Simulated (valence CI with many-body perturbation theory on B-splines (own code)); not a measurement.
A CI+MBPT run for Si⁸⁺

Calculated by relativistic CI+MBPT: four valence electrons over a frozen Dirac-Fock core [He], a basis of 6 s, 6 p, 5 d, 3 f, 1 g functions for each j, with the one-electron correlation potential Σ1 (screened to all orders), the two-electron term Σ2, the three-electron term Σ3, Breit, model QED; selected single and double excitations, second order for the rest, scaled by the run's own slope (own B-spline code, finite nucleus).

Command, and the settings that its task file holds:

```sh
python run_cv.py task.json out
```

```
atom Si  Z=14  mass_number=28  rms_radius_fm=3.1224
core [He]
valence 2s2 2p2
avg = 1
basis = S
breit = 1
cap = 10000
capref = 1200
cscale = 1
de = 0.0
dress = 0
eps = 2e-08
extrap = 1
h = 0.27
hh = 0
l2 = 3
lcore = 6
maxit = 60
n2 = 5
natural = 1
nlev = 20
nno = [3, 3, 3, 2, 1]
nroot = 26
nsp = [3, 3, 2, 1, 0]
pt2 = 1
qed = 1
rpa = 1
s1 = 1
s2 = 1
s3 = 1
screen = 1
tol = 2e-05
whole = 1
```

It took 13 s on 1 thread of Arm Neoverse V1, with other jobs on the host.

Log. The first blocks belong to the next ion, which gives the ionisation energy. Fields: 2J, parity (1 odd), roots, reference size, generating configurations, candidates as configurations/state functions, variational space P, stored matrix elements, Davidson steps; e2 is the range of second-order energies in hartree. The first line gives the box (bohr), its intervals, the orbitals and the steps of their self-consistent field. Window is the range of levels sought, series limit the energy at which the first omitted orbital would enter, core excitation an estimate of the first excitation out of the core, left out the lowest levels not solved, and shifts from estimates the range by which levels moved from their first estimate, all in cm⁻¹.

```
rmax 6.5 intervals 62 orbitals 36 references ['2s2 2p2', '2s 2p3', '2p4'] scf 5 t 0.5
2J=1 par=1 roots 2 ref 40 generators 5 cand 677/958 P 709/998 nnz 0 it 0
2J=1 par=1 roots 2 ref 40 generators 18 cand 860/1282 P 1569/2280 nnz 0 it 6
   second order: generators 36 cand 1383/2058 e2 -0.00002 -0.00000
2J=3 par=1 roots 2 ref 61 generators 7 cand 476/918 P 516/979 nnz 0 it 0
2J=3 par=1 roots 2 ref 61 generators 20 cand 753/1501 P 1269/2480 nnz 0 it 5
   second order: generators 32 cand 2198/4585 e2 -0.00001 -0.00001
reference levels 448, estimated 235, window 1621201 1/cm; series limit 2438767, core excitation 14470328
2J=0 par=0 roots 5 ref 28 generators 16 cand 680/1057 P 2426/3642 nnz 9.6e+05 it 4
2J=0 par=0 roots 5 ref 28 generators 30 cand 2407/4194 P 4833/7836 nnz 3.3e+06 it 7
   second order: generators 85 cand 9225/16878 e2 -0.00019 -0.00002
2J=2 par=0 roots 5 ref 58 generators 17 cand 343/1019 P 1252/3576 nnz 1.3e+06 it 5
2J=2 par=0 roots 5 ref 58 generators 36 cand 1798/6364 P 3050/9940 nnz 7.7e+06 it 8
   second order: generators 94 cand 13616/61150 e2 -0.00025 -0.00008
2J=4 par=0 roots 5 ref 64 generators 13 cand 375/1145 P 1307/4009 nnz 1.8e+06 it 7
2J=4 par=0 roots 5 ref 64 generators 29 cand 1359/5988 P 2666/9997 nnz 8.3e+06 it 7
   second order: generators 78 cand 14146/82594 e2 -0.00042 -0.00009
2J=4 par=1 roots 6 ref 67 generators 16 cand 296/1021 P 1143/3583 nnz 1.5e+06 it 8
2J=4 par=1 roots 6 ref 67 generators 44 cand 1447/6274 P 2590/9857 nnz 8.2e+06 it 9
   second order: generators 86 cand 14224/80404 e2 -0.00089 -0.00003
2J=6 par=1 roots 2 ref 47 generators 9 cand 258/952 P 1156/3494 nnz 1.4e+06 it 5
2J=6 par=1 roots 2 ref 47 generators 22 cand 1322/6480 P 2478/9974 nnz 9.1e+06 it 7
   second order: generators 59 cand 11733/75386 e2 -0.00039 -0.00010
2J=2 par=1 roots 7 ref 62 generators 26 cand 366/1010 P 1311/3541 nnz 1.3e+06 it 12
2J=2 par=1 roots 7 ref 62 generators 52 cand 1773/6450 P 3084/9991 nnz 7.5e+06 it 9
   second order: generators 105 cand 13595/58600 e2 -0.00049 -0.00008
2J=0 par=1 roots 3 ref 24 generators 12 cand 890/1432 P 2681/4166 nnz 1.2e+06 it 5
2J=0 par=1 roots 3 ref 24 generators 31 cand 2289/3675 P 4970/7841 nnz 3.2e+06 it 5
   second order: generators 66 cand 9461/17555 e2 -0.00004 -0.00003
2J=6 par=0 roots 1 ref 41 generators 7 cand 372/1373 P 1169/3915 nnz 1.6e+06 it 5
2J=6 par=0 roots 1 ref 41 generators 14 cand 1708/7246 P 2877/11161 nnz 9.9e+06 it 6
   second order: generators 28 cand 7363/48074 e2 -0.00015 -0.00015
left out: unestimated 2329948, estimated 1721878, shifts from estimates -77 to 186
operators 0.1
```

The Davidson iterations converged.

No measured spectrum was set against this ion. As an estimate, levels of excited configurations hold to 0.05 to 0.15 % of their energy, terms of the ground configuration to about 0.5 %.

| Item | Value |
| --- | --- |
| Valence energy | -64.39181 hartree |
| Ionisation energy | 351.17 eV (NIST: 351.28 ± 0.06 eV (semi-empirical)) |
| Reference configurations for the orbitals | 2s2 2p2, 2s 2p3, 2p4 |
| Radial orbitals | 36 |
| Box radius | 6.485 bohr |
| Largest variational space | 11161 |
| Lowest levels | 2s²2p² ³P_0 0, 2s²2p² ³P_1 2538, 2s²2p² ³P_2 6406, 2s²2p² ¹D_2 53265, 2s²2p² ¹S_0 108380, 2s2p³ ⁵S°_2 149740, 2s2p³ ³D°_3 292340, 2s2p³ ³D°_2 292400, 2s2p³ ³D°_1 292540, 2s2p³ ³P°_1 344360, 2s2p³ ³P°_0 344410, 2s2p³ ³P°_2 344470, 2s2p³ ¹D°_2 441020, 2s2p³ ³S°_1 447370 cm⁻¹ |
